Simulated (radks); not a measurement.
The numbers below are computed, except where a source is named.
Problem. All-electron atom: the arsenic ion As10+ in [Ar] 3d5. Level of theory: scalar-relativistic Kohn-Sham, SCAN, spin-polarised, spherical densities, finite nucleus; open shells are filled with parallel spins first; meta-GGA in the generalised Kohn-Sham scheme; Fermi nuclear charge, rms radius 4.0968 fm (a radial shooting solver on a logarithmic mesh with Libxc functionals). Some entries of the table are withheld. Estimate them.

orbital,occ.,eigenvalue (eV),<r^2> (bohr^2)
1s up,1,-12011.52,0.002789
1s down,1,-12011.44,0.002789
2s up,1,-1766.233,0.04834
2s down,1,-1757.700,0.04801
2p up,3,-1578.507,0.03846
2p down,3,-1572.187,0.03812
3s up,1,(1),0.3623
3s down,1,(2),0.3688
3p up,3,(3),0.3726
3p down,3,(4),0.3810
3d up,5,-278.9888,0.3595

Solution. 
(1) 3s up eigenvalue (eV): -435.0768
(2) 3s down eigenvalue (eV): -422.6598
(3) 3p up eigenvalue (eV): -375.0848
(4) 3p down eigenvalue (eV): -362.5055
